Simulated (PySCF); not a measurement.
**Two-component Hartree-Fock for Tl⁶³⁺ (thallium, charge +63)**

Start: [Ar]. Calculated with PySCF 2.14 in an uncontracted even-tempered set (17 s from 7.2 bohr⁻², ratio 2.6; 14 p from 9.4 bohr⁻², ratio 2.6; 5 d from 9.6 bohr⁻², ratio 2.8; 3 f from 150 bohr⁻², ratio 2.8): generalised Hartree-Fock with the X2C-1e Hamiltonian and a Gaussian nucleus; spin-orbit coupling (SO) screened by Boettger's factors.

| spinor shell | electrons | ε, screened SO (eV) | weight of nominal j (screened SO) | rms radius, screened SO (bohr) |
| --- | --- | --- | --- | --- |
| 1s1/2 | 2 | -90957.7 | 1.000 | 0.0184 |
| 2s1/2 | 2 | -20284.2 | 1.000 | 0.0735 |
| 2p1/2 | 2 | -19681.1 | 1.000 | 0.0621 |
| 2p3/2 | 4 | -17576.2 | 1.000 | 0.0700 |
| 3s1/2 | 2 | -7945.9 | 1.000 | 0.178 |
| 3p1/2 | 2 | -7698.1 | 1.000 | 0.169 |
| 3p3/2 | 4 | -7150.0 | 1.000 | 0.182 |

| quantity | screened SO |
| --- | --- |
| E (hartree) | -15893.05176 |
| M_J | 0 |
| ⟨J²⟩ | 0.000 |
| ⟨L²⟩ | 0.084 |
| ⟨S²⟩ | 0.084 |

Breit and QED terms are absent; they matter most for the inner s and p1/2 levels.

Densities and radii are taken from the X2C orbitals without a picture-change correction, which distorts them close to the nucleus.
